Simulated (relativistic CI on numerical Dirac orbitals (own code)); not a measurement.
Calculated levels, La XII

Computed by Dirac-Coulomb-Breit CI, KLI orbitals optimised for each configuration, model QED (radiative potential, 1s self-energy scaled to tabulated hydrogen-like ionisation energies), unscaled Slater integrals (own radial code, finite nucleus).

Configurations in the expansion (outside the closed core [Ar] 3d10): 4s2.4p6.4d10, 4s2.4p6.4d9.4f, 4s2.4p6.4d9.5s, 4s2.4p6.4d9.5p, 4s2.4p5.4d10.4f, 4s2.4p6.4d9.5d, 4s.4p6.4d10.4f, 4s2.4p6.4d9.6s, 4s2.4p6.4d9.5f, 4s2.4p6.4d9.6p, 4s2.4p5.4d10.5s, 4s2.4p6.4d9.6d, 4s2.4p6.4d9.5g, 4s2.4p6.4d9.7s, 4s2.4p5.4d10.5p, 4s2.4p6.4d9.6f, 4s2.4p6.4d9.7p, 4s2.4p5.4d10.5d, 4s.4p6.4d10.5s, 4s2.4p5.4d10.6s, 4p6.4d10.4f2, 4p6.4d9.4f3, 4p6.4d9.4f2.5s, 4p6.4d9.4f2.5p, 4p5.4d10.4f3, 4p6.4d9.4f2.5d. Double excitations out of closed p, d and f shells are left out; levels of such configurations are missing from the list, as are those of other unlisted configurations, and high levels can miss mixing partners. These lack a partner that the ground configuration has and come out too high: 4s2.4p6.4d9.6s, 4s2.4p6.4d9.5f, 4s2.4p6.4d9.6p, 4s2.4p5.4d10.5s, 4s2.4p6.4d9.6d.

```
No.   Configuration  Term  J  E (cm⁻¹)    %    Next component (%)  Lifetime (s)
  1    4s2.4p6.4d10    1S  0         0  100                                    
  2  4s2.4p6.4d9.5s    3D  3    709969  100                                    
  3  4s2.4p6.4d9.5s    3D  2    714629   59                 41 1D      7.62e-07
  4  4s2.4p6.4d9.5s    3D  1    734653  100                            5.24e-03
  5  4s2.4p6.4d9.5s    1D  2    739185   59                 41 3D      4.91e-07
  6  4s2.4p6.4d9.4f   3P°  0    808448  100                            2.65e-04
  7  4s2.4p6.4d9.4f   3P°  1    812597   98                 2 3D°      2.44e-09
  8  4s2.4p6.4d9.4f   3P°  2    821024   91                 6 3D°      8.78e-07
  9  4s2.4p6.4d9.4f   3H°  6    834183  100                            1.99e+03
 10  4s2.4p6.4d9.4f   3H°  5    838132   80                19 1H°      7.65e-01
 11  4s2.4p6.4d9.4f   3F°  2    848949   39                34 1D°      7.37e-08
 12  4s2.4p6.4d9.4f   3H°  4    849669   82                10 3G°      2.01e-05
 13  4s2.4p6.4d9.4f   3F°  3    849764   51                46 3D°      3.85e-08
 14  4s2.4p6.4d9.4f   3F°  4    853178   88                 5 1G°      2.68e-07
 15  4s2.4p6.4d9.4f   3D°  1    859036   97                 2 3P°      3.96e-10
 16  4s2.4p6.4d9.4f   1H°  5    860861   51                41 3G°      2.10e-02
 17  4s2.4p6.4d9.5p   3P°  2    862979   75                18 3D°      2.32e-10
 18  4s2.4p6.4d9.4f   3D°  2    863537   48                43 1D°      1.52e-07
 19  4s2.4p6.4d9.4f   3D°  3    864087   45                29 3F°      7.51e-09
 20  4s2.4p6.4d9.5p   3F°  3    869077   51                32 1F°      2.20e-10
 21  4s2.4p6.4d9.4f   1G°  4    870515   49                35 3G°      7.33e-05
 22  4s2.4p6.4d9.4f   3F°  2    872728   60                20 1D°      3.32e-08
 23  4s2.4p6.4d9.4f   3G°  5    875344   57                30 1H°      3.57e-03
 24  4s2.4p6.4d9.4f   3G°  3    883835   72                17 3F°      3.87e-07
 25  4s2.4p6.4d9.4f   3G°  4    887719   51                39 1G°      1.48e-07
 26  4s2.4p6.4d9.5p   3F°  2    890432   86                 6 3D°      2.06e-10
 27  4s2.4p6.4d9.5p   3P°  1    892506   74                25 3D°      1.45e-10
 28  4s2.4p6.4d9.5p   3F°  4    898402  100                            1.19e-10
 29  4s2.4p6.4d9.4f   1F°  3    899675   82                12 3G°      8.88e-09
 30  4s2.4p6.4d9.5p   1D°  2    906419   64                19 3D°      1.17e-10
 31  4s2.4p6.4d9.5p   1P°  1    907141   84                 8 3D°      4.95e-12
 32  4s2.4p6.4d9.5p   3D°  3    910946   72                26 1F°      1.03e-10
 33  4s2.4p6.4d9.5p   3P°  0    913861  100                            1.40e-10
 34  4s2.4p6.4d9.5p   3F°  3    927134   47                39 1F°      1.17e-10
 35  4s2.4p6.4d9.5p   3D°  1    929490   66                19 3P°      2.10e-11
 36  4s2.4p6.4d9.5p   3D°  2    934396   58                28 1D°      1.03e-10
 37  4s2.4p6.4d9.4f   1P°  1   1094635   96  3 4s2.4p6.4d9.5f 1P°      3.29e-13
 38  4s2.4p6.4d9.5d    3S  1   1133320   81                 17 3P      2.53e-11
 39  4s2.4p6.4d9.5d    3G  4   1147744   56                 41 1G      2.20e-11
 40  4s2.4p6.4d9.5d    3P  2   1148888   55                 40 3D      2.22e-11
 41  4s2.4p6.4d9.5d    1P  1   1150684   52                 24 3D      2.70e-11
 42  4s2.4p6.4d9.5d    3G  5   1151724  100                            2.53e-11
 43  4s2.4p6.4d9.5d    3D  3   1153450   52                 34 3F      2.23e-11
 44  4s2.4p6.4d9.5d    1F  3   1158405   40                 35 3D      2.49e-11
 45  4s2.4p6.4d9.5d    1D  2   1159134   44                 26 3P      2.52e-11
 46  4s2.4p6.4d9.5d    3F  4   1161437   77                 20 1G      2.52e-11
 47  4s2.4p6.4d9.5d    3P  0   1162344   99                  1 1S      2.29e-11
 48  4s2.4p6.4d9.5d    1P  1   1169593   45                 29 3P      2.51e-11
 49  4s2.4p6.4d9.5d    3G  3   1172568   72                 22 1F      2.18e-11
 50  4s2.4p6.4d9.5d    3D  1   1175818   62                 33 3P      2.41e-11
 51  4s2.4p6.4d9.5d    3G  4   1179544   40                 39 1G      2.55e-11
 52  4s2.4p6.4d9.5d    1D  2   1180921   54                 20 3F      2.31e-11
 53  4s2.4p6.4d9.5d    3F  2   1182618   63                 30 3D      2.40e-11
 54  4s2.4p6.4d9.5d    3F  3   1186096   53                 33 1F      2.53e-11
 55  4s2.4p6.4d9.5d    1S  0   1242562   96   2 4s2.4p6.4d9.6d 1S      1.44e-11
 56  4s2.4p6.4d9.6s    3D  3   1355320  100                            1.38e-11
 57  4s2.4p6.4d9.6s    1D  2   1356817   55                 45 3D      1.39e-11
 58  4s2.4p6.4d9.6s    3D  1   1380074  100                            1.38e-11
 59  4s2.4p6.4d9.6s    3D  2   1381228   55                 45 1D      1.40e-11
 60  4s2.4p6.4d9.5f   3P°  0   1420183   99                            1.96e-11
 61  4s2.4p6.4d9.5f   3P°  1   1422288   87                11 3D°      1.89e-11
 62  4s2.4p6.4d9.6p   3P°  2   1422856   64                15 3D°      2.24e-11
 63  4s2.4p6.4d9.5f   3P°  2   1426709   49                24 3D°      2.07e-11
 64  4s2.4p6.4d9.6p   3F°  3   1426748   49                35 1F°      3.02e-11
 65  4s2.4p6.4d9.5f   3H°  6   1428614  100                            1.95e-11
 66  4s2.4p6.4d9.5f   3H°  5   1428866   54                46 1H°      1.89e-11
 67  4s2.4p6.4d9.5f   1D°  2   1431547   41                36 3F°      1.97e-11
 68  4s2.4p6.4d9.5f   3D°  3   1432111   52                43 3F°      1.95e-11
 69  4s2.4p6.4d9.5f   3F°  4   1433757   70                24 3G°      1.99e-11
 70  4s2.4p6.4d9.5f   1G°  4   1434866   50                21 3G°      1.93e-11
```

Energies count from the lowest computed level; ° marks odd parity; lifetimes are radiative, by E1, M1, E2, M2, E3 decay to levels of this space only; some are left blank where a channel outside the calculation adds to the decay or the decay crosses a small, uncertain gap.

The mean weight of the leading LS term, summed over parents, in these 70 levels is 70 %, and that of the leading jj configuration (from the same eigenvectors) 80 %.

At this charge energies of transitions that change n are usually good to better than 1 %, and those within a shell (Δn = 0) to a few per cent. Levels and lines within the n = 5 or 6 shells can be off by up to 10 % or somewhat more, and those that change n by about 2 %, since core polarisation is missing.

LS names give the leading component of a level, which can be under half, so a name can repeat, a term be missing and a line seem to break the LS rules.
